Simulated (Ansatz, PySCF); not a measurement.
lithium hydride (HLi), singlet, at a GFN2-xTB geometry (such geometries of metal compounds can be far from the true shape), atoms displaced at random by about 0.08 Å a coordinate. Base run: PySCF with HF/def2-TZVP, gradient.

Here is a job for PySCF.
```python
from pyscf import gto, scf

mol = gto.M(
    atom='''
Li   -0.034565    0.157947   -0.493387
H    -0.051750    0.015679    0.963540
''',
    basis='def2-tzvp',
    charge=0,
    spin=0,
    verbose=3,
)

mf = scf.RHF(mol)
mf.kernel()
g = mf.nuc_grad_method()
grad = g.kernel()
```

Programs used: Ansatz (a quantum-chemistry and plane-wave program), PySCF; a row that names a program was run with it.

The coordinate followed is x of atom 1.

Variants of this job, named by their change:

```tsv
change	dE/dx (Eh/bohr)	net force (Eh/bohr)
base	-0.000273	0.000000
finite difference step (bohr) = 0.05; conv_tol = 1e-11	-0.000273	-
density fitting = on; auxbasis_response = off	-0.000265	0.000673
code = ansatz	-0.000273	0.000000
conv_tol = 1e-6	-0.000273	0.000000
finite difference step (bohr) = 1e-3; conv_tol = 1e-11	-0.000273	-
finite difference step (bohr) = 1e-5; conv_tol = 1e-11	-0.000273	-
finite difference step (bohr) = 1e-4; conv_tol = 1e-11	-0.000273	-
finite difference step (bohr) = 0.01; conv_tol = 1e-11	-0.000273	-
conv_tol = 1e-4	-0.000274	0.000000
conv_tol = 1e-11	-0.000273	0.000000
density fitting = on	-0.000273	0.000000
```

The net force is zero for an exact gradient.
